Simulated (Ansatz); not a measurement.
System: CHS2, charge 1, multiplicity 1. It need not be the lowest isomer of its formula. 
Coordinates optimised at B3LYP-D3(BJ)/def2-TZVP (Ansatz, a program for electronic structure):
```xyz
4

S      1.5692    -0.3050     0.1177
C      0.0958    -0.0321     0.0255
S     -1.4865     0.3413    -0.1827
H     -1.8991    -0.3890     0.8868
```
Charge +1, spin multiplicity 1.

Quantity: vertical triplet-singlet gap (E(triplet) - E(singlet); each state is the SCF solution reached for its spin; the UHF <S^2> is 2.21 for the triplet (pure: 2.00); for the singlet the Hartree-Fock reference is unstable and T1 is 0.018), in kcal/mol. Cores are frozen in the correlated levels unless marked. UHF or UKS for open shells. Spin-orbit coupling is left out. No relativistic terms. CBS(X,Y): correlation extrapolated as X^-3; Hartree-Fock from the larger set. [CCSD(T)-MP2]/basis is that difference in the basis named.

```tsv
level	program	vertical triplet-singlet gap (kcal/mol)
SVWN5/def2-TZVPD	Ansatz	___
PBE/def2-TZVPD	Ansatz	72.5
PBE0/def2-TZVPD	Ansatz	70.8
RI-MP2/CBS(aug-cc-pV(T+d)Z,aug-cc-pV(Q+d)Z)+[CCSD(T)-MP2]/aug-cc-pV(T+d)Z	Ansatz	___
```

### Question
What belongs in the gaps?

### Answer

- SVWN5/def2-TZVPD, vertical triplet-singlet gap (kcal/mol): 75.7
- RI-MP2/CBS(aug-cc-pV(T+d)Z,aug-cc-pV(Q+d)Z)+[CCSD(T)-MP2]/aug-cc-pV(T+d)Z, vertical triplet-singlet gap (kcal/mol): 79.0
